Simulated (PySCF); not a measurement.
C5H5Cl. Atoms are numbered in the order given.

```xyz
11

C      3.3265     0.9828     0.2070
C      2.4650     0.1379     0.1082
C      1.4059    -0.8692     0.0043
C      0.0444    -0.3258     0.3686
C     -0.9897    -0.3486    -0.4718
Cl    -2.5672     0.2618    -0.0662
H      4.0924     1.7303     0.2904
H      1.3869    -1.2840    -1.0180
H      1.6546    -1.7134     0.6745
H     -0.0724     0.1060     1.3670
H     -0.9305    -0.7531    -1.4856
```
Charge 0, spin multiplicity 1.

Geometry: B3LYP-D3(BJ)/def2-SVP. The structure was generated by enumeration; whether it is a known compound was not checked. One conformer was computed; it need not be the lowest.

Level of theory: PySCF with TDA-B3LYP/def2-SVPD.

Vertical excitations. The molecule is in vacuum.

```json
[
 {"state": "S1", "energy (eV)": "6.10", "λ (nm)": "203", "f": "0.007", "main pairs": "HOMO−1→LUMO 79 %"},
 {"state": "S2", "energy (eV)": "6.25", "λ (nm)": "198", "f": "0.100", "main pairs": "HOMO−2→LUMO 56 %, HOMO→LUMO 22 %"},
 {"state": "S3", "energy (eV)": "6.38", "λ (nm)": "194", "f": "0.004", "main pairs": "HOMO→LUMO+1 86 %"},
 {"state": "S4", "energy (eV)": "6.64", "λ (nm)": "187", "f": "0.113", "main pairs": "HOMO→LUMO+2 42 %, HOMO→LUMO 21 %, HOMO−2→LUMO 21 %"},
 {"state": "S5", "energy (eV)": "6.67", "λ (nm)": "186", "f": "0.031", "main pairs": "HOMO−2→LUMO+3 28 %, HOMO→LUMO+3 25 %, HOMO−1→LUMO+3 11 %, HOMO−2→LUMO+2 9 %"},
 {"state": "S6", "energy (eV)": "6.84", "λ (nm)": "181", "f": "0.148", "main pairs": "HOMO→LUMO+2 23 %, HOMO→LUMO 22 %, HOMO−1→LUMO+2 15 %, HOMO−2→LUMO+3 9 %"},
 {"state": "S7", "energy (eV)": "6.88", "λ (nm)": "180", "f": "0.007", "main pairs": "HOMO−1→LUMO+3 27 %, HOMO−3→LUMO 26 %, HOMO−1→LUMO+2 12 %, HOMO−2→LUMO+2 10 %"},
 {"state": "S8", "energy (eV)": "6.94", "λ (nm)": "179", "f": "0.007", "main pairs": "HOMO−3→LUMO 58 %, HOMO−1→LUMO+2 13 %"},
 {"state": "S9", "energy (eV)": "7.01", "λ (nm)": "177", "f": "0.029", "main pairs": "HOMO−2→LUMO+2 23 %, HOMO−3→LUMO 12 %, HOMO→LUMO+2 11 %, HOMO−2→LUMO 10 %"},
 {"state": "S10", "energy (eV)": "7.13", "λ (nm)": "174", "f": "0.021", "main pairs": "HOMO→LUMO+3 49 %, HOMO−2→LUMO+3 18 %, HOMO→LUMO+4 8 %, HOMO−2→LUMO+1 7 %"},
 {"state": "T1", "energy (eV)": "4.12", "λ (nm)": "301", "f": "0", "main pairs": "HOMO→LUMO 88 %"},
 {"state": "T2", "energy (eV)": "5.31", "λ (nm)": "234", "f": "0", "main pairs": "HOMO−2→LUMO 19 %, HOMO−1→LUMO+3 15 %, HOMO−2→LUMO+3 11 %, HOMO−2→LUMO+5 10 %"},
 {"state": "T3", "energy (eV)": "5.72", "λ (nm)": "217", "f": "0", "main pairs": "HOMO−1→LUMO 41 %, HOMO−2→LUMO+3 17 %, HOMO−1→LUMO+2 15 %, HOMO−1→LUMO+5 9 %"},
 {"state": "T4", "energy (eV)": "5.78", "λ (nm)": "215", "f": "0", "main pairs": "HOMO−1→LUMO+3 43 %, HOMO−2→LUMO 19 %, HOMO−2→LUMO+2 7 %"}
]
```
Triplets are in the Tamm–Dancoff approximation.
